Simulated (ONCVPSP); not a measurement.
# What one change does to a pseudopotential (platinum, ONCV)

- Element: Pt
- Generator: ONCVPSP 4.0.1
- Type: optimised norm-conserving Vanderbilt (ONCV)
- Functional: PBE
- Relativity: scalar-relativistic
- Frozen core: [Kr] 4d10
- Valence charge: 32
- Reference configuration: 4f14 5s2 5p6 5d9 6s0.75 (charge +0.25)
- Partial waves: 5s+6s: rc 1.45 bohr, ncon 4, nbas 9, qcut 6.8 1/bohr, 2 projectors; 5p: rc 1.40 bohr, ncon 3, nbas 6, qcut 8.4 1/bohr, 3 projectors, debl 1.3 Ha; 5d: rc 1.70 bohr, ncon 4, nbas 9, qcut 9 1/bohr, 2 projectors, debl 1.2 Ha; 4f: rc 0.50 bohr, ncon 4, nbas 8, qcut 21.6 1/bohr, 3 projectors, debl 3.1 Ha
- Local potential: polynomial inside 0.45 bohr (lpopt 5, dvloc0 4 Ha)
- Core correction: Teter function, fcfact 4.25, rcfact 1.3

In the p channel the program set the typed energies aside and used -2.130, 0.250, 1.550 Ha.

Change: core correction Teter function, fcfact 4.25, rcfact 1.96.

Cutoffs: the cutoffs (Ha) at which the residual kinetic energy of the hardest occupied pseudo-wave falls to 1 and 0.1 mHa per electron; they do not see the model core or the augmentation charge, which bear on the density cutoff. Errors are all-electron minus pseudo energies relative to the spin-unpolarised reference configuration.

Question: Predict the effect on cutoff, ghosts and configuration errors.

Answer: The potential gets neither clearly harder nor softer (1134 Ha and 1690 Ha → 1134 Ha and 1690 Ha); both files keep a bound ghost (d, f, p, s); of the 4 tests that both files solve, the error grows in 2 and shrinks in 0 by more than 15 % and 0.3 meV (median size 4.8 → 7.3 meV). A model core, the more so a compact one, raises the density cutoff, which this test does not measure.

```tsv
quantity	base	changed
cutoff, loose	1134 Ha	1134 Ha
cutoff, tight	1690 Ha	1690 Ha
bound ghosts	s, p, d, f	s, p, d, f
GHOST(+) flags under 300 eV	s at 59.5 eV	s at 59.5 eV
largest miss of a reference level, eV	0.06	0.06
error for 4f14 5s2 5p6 5d9 6s1, meV [ΔE -1.63 eV]	+0.6	+0.5
error for 4f14 5s2 5p6 5d9 6s0, meV [ΔE 7.57 eV]	-3.9	-5.4
error for 4f14 5s2 5p6 5d8 6s0, meV [ΔE 27.53 eV]	-5.6	-9.2
error for 4f13 5s2 5p6 5d10 6s0, meV [ΔE 76.51 eV]	-639	-699
s: phases at 1.48 bohr within 0.05 rad from the reference energy up to (Ha; the scan ends near 5)	1.5	1.5
p: phases at 1.42 bohr within 0.05 rad from the reference energy up to (Ha; the scan ends near 5)	to the end of the scan	to the end of the scan
d: phases at 1.72 bohr within 0.05 rad from the reference energy up to (Ha; the scan ends near 5)	to the end of the scan	to the end of the scan
f: phases at 0.51 bohr within 0.05 rad from the reference energy up to (Ha; the scan ends near 5)	to the end of the scan	to the end of the scan
rms error of d²Exc/dni dnj with the model core, mHa	3.10	5.22
```

 A true bound ghost makes a file unfit for plane-wave use even where its test errors are small: the radial tests pick states by their node count and pass the ghost by.
